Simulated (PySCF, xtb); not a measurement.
C₃H₈AlCl, SMILES C[CH2][Al]([CH3])[Cl].

GFN2-xTB run with xtb 6.7.1 at its own geometry gives an orbital gap of 4.07 eV and a dipole moment of 1.70 D.

Geometry optimised at B3LYP-D3(BJ)/def2-SVP. The structure was generated by enumeration; whether it is a known compound was not checked. Other conformers were not sampled.

Problem. What does PBE0/def2-TZVP (PySCF) give? (An estimate is asked for; the answer gives what the named calculation found.)

Solution. gap 6.91 eV (levels -7.57 and -0.66 eV), dipole 2.13 D.
